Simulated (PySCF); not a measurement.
**Electron affinity of Ti by level of theory**

Ti⁻ [Ar] 3d3 4s2 (4F) → Ti [Ar] 3d2 4s2 (3F), as a difference of total energies. Calculation: PySCF 2.14, in aug-cc-pwCVTZ-DK (10s9p7d4f3g, 127 functions); the spin-free X2C one-electron Hamiltonian (Gaussian nucleus). Correlated levels: valence and next inner shell: [Ne] frozen. The calculations carry no spin-orbit coupling.

```
                                method  electron affinity (eV)  plus first-order spin-orbit estimate  error of that sum (eV)
                                   UHF                  -0.954                                -0.961                  -1.037
    MP2 (valence and next inner shell)                  -0.332                                -0.339                  -0.415
SCS-MP2 (valence and next inner shell)                  -0.813                                -0.821                  -0.897
   CCSD (valence and next inner shell)                  -0.230                                -0.237                  -0.313
CCSD(T) (valence and next inner shell)                  -0.070                                -0.078                  -0.154
```

Reference: 0.076 eV (measured; photodetachment measurements, as compiled on the Wikipedia data page of electron affinities).

A first-order spin-orbit estimate (lowest level to lowest level, LS coupling) adds -0.007 eV.

Errors of the correlated levels include the incompleteness of this basis and the frozen core.

A negative affinity means that the anion lies above the atom at that level of theory.

The coupled-cluster amplitudes are large for Ti⁻ (T1 above 0.03 or a double amplitude above 0.15), so a single reference is strained.
